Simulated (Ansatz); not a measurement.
Relaxation of CH₅FOSi₂ (10 atoms, charge 0, multiplicity 1), to a largest force component of 0.02 eV/Å in at most 50 steps.

Level of theory: UKS PBE/def2-SVP in Ansatz 0.2.0.

```xyz
10
Properties=species:S:1:pos:R:3
F -1.946 -0.713 1.056
C -1.529 0.602 0.780
O -0.353 0.997 1.414
Si 0.070 0.840 -0.192
Si 1.229 -1.002 -0.670
H -2.340 1.324 0.704
H 0.303 2.167 -0.783
H 1.323 -1.201 -2.130
H 0.689 -2.225 -0.006
H 2.637 -0.840 -0.169
```

Q: Where does it end, and by what steps?

A: The run converged. After 7 steps the energy has fallen by 0.331 eV; H6 moved furthest, 0.14 Å.

| step | energy less start (eV) | largest force component (eV/Å) | accepted |
| --- | --- | --- | --- |
| 0 | 0.0000 | 2.740 | yes |
| 1 | -0.2730 | 1.315 | yes |
| 2 | -0.3222 | 0.504 | yes |
| 3 | -0.3285 | 0.183 | yes |
| 4 | -0.3304 | 0.071 | yes |
| 5 | -0.3312 | 0.030 | yes |
| 6 | -0.3313 | 0.024 | yes |
| 7 | -0.3314 | 0.009 | yes |

```xyz
10
Properties=species:S:1:pos:R:3
F -2.012 -0.643 1.076
C -1.556 0.614 0.774
O -0.406 0.987 1.480
Si 0.009 0.839 -0.222
Si 1.326 -1.035 -0.693
H -2.400 1.336 0.827
H 0.333 2.162 -0.856
H 1.397 -1.236 -2.183
H 0.673 -2.220 -0.041
H 2.721 -0.856 -0.159
```

Run time: 15 s on 2 threads of Intel(R) Xeon(R) 6975P-C (Granite Rapids), with other jobs on the host, peak memory 0.2 GiB.
